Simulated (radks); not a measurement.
Question: Calculated with a radial shooting solver on a logarithmic mesh with Libxc functionals: scalar-relativistic Kohn-Sham, PBE, spin-unpolarised, spherical densities, finite nucleus; Fermi nuclear charge, rms radius of each element as measured or else 0.836 A^(1/3) + 0.57 fm. Response by self-consistent Sternheimer equations with the Hartree and adiabatic LDA kernel, the relativistic mass of each level held fixed and spin-orbit coupling left out. Rank Mn7+, Ar, Cr6+, Sc3+, V5+, Fe8+, Ti4+, K+, Ca2+ (NIST ground configurations) by static dipole polarisability, largest first.

Answer: Ar 12.01, K+ 5.721, Ca2+ 3.331, Sc3+ 2.154, Ti4+ 1.489, V5+ 1.079, Cr6+ 0.8094, Mn7+ 0.6242, Fe8+ 0.4921 bohr^3.
